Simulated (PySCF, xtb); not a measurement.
InBr3, SMILES [Br][In]([Br])[Br].

Harmonic wavenumbers (cm⁻¹) from GFN2-xTB (xtb) at its own minimum, in rising order: 52, 52, 58, 173, 254, 254.

**Question.** What does PBE0-D3(BJ)/def2-SVP run with PySCF 2.14.0 give at its own minimum? (The exact figures need the calculation; the answer reports its results.)

**Answer.** 63, 63, 78, 210, 288, 288. Paired by order, the mean absolute difference is 25 cm⁻¹ and the zero-point energies are 1.2 and 1.4 kcal/mol.
